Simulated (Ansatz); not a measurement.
`NBPS` + H₂ → `BN` + `PS` at 400 K and 1 bar (hydrogenolysis of a B–P bond).

Isolated molecules relaxed with PBE0-D4/def2-TZVP in Ansatz; ΔE leaves out vibrations. CBS: MP2 limit from def2 TZ/QZ plus the TZ coupled-cluster correction, frozen cores. This one scheme is used for every species. One conformer a species, not always the lowest.

```json
{"species": "`NBPS`", "CCSD(T)/CBS energy (Eh)": "-821.26789", "H − E (kJ/mol)": "188.0", "S (J/(mol·K))": "377.2"}
{"species": "H₂", "CCSD(T)/CBS energy (Eh)": "-1.17544", "H − E (kJ/mol)": "38.0", "S (J/(mol·K))": "139.0"}
{"species": "`BN`", "CCSD(T)/CBS energy (Eh)": "-81.93499", "H − E (kJ/mol)": "142.5", "S (J/(mol·K))": "243.5"}
{"species": "`PS`", "CCSD(T)/CBS energy (Eh)": "-740.51379", "H − E (kJ/mol)": "89.7", "S (J/(mol·K))": "283.7"}
```

H − E and S are ideal-gas, rigid-rotor, harmonic terms from PBE0-D4/def2-TZVP, for one conformer and one mirror image of each species. For small species the MP2-based limit differs from directly extrapolated CCSD(T) by up to some mEh (0.8 for H₂); such offsets cancel only in part. 1 Eh = 2625.50 kJ/mol, R = 8.31446 J/(mol·K).

**Question.** By hand: ΔE, ΔH, ΔS and ΔG.

**Answer.** ΔE = (-81.93499) + (-740.51379) − (-821.26789) − (-1.17544) = -0.00545 Eh = -14.3 kJ/mol. Δ(H − E) = 142.5 + 89.7 − 188.0 − 38.0 = 6.2, so ΔH = -8.1 kJ/mol. ΔS = 243.5 + 283.7 − 377.2 − 139.0 = 11.0 J/(mol·K). ΔG = -8.1 − 400 × (11.0)/1000 = -12.5 kJ/mol.

**Question.** By hand: the equilibrium constant, and the temperature at which ΔG would vanish if ΔH and ΔS stayed fixed.

**Answer.** log₁₀ K = −ΔG/(RT ln 10) = 1.6. ΔH and −TΔS have one sign here, so there is no such temperature.

TΔS isn't small against ΔH here. A doubt of 5 kJ/mol in ΔE shifts log₁₀ K by 0.7 here. Other conformers and mirror images would add mixing entropy, several J/(mol·K) or more a flexible species. Modes under 60 cm⁻¹, often nearly free rotors, make the harmonic entropy too high. These are equilibria of isolated gas molecules and say nothing of rates. Largest T1 diagnostic: 0.014 (customary marks: 0.02 for closed shells, 0.045 for open ones).

ΔS is within the doubt of such terms, so its sign, and with it that verdict, could turn.
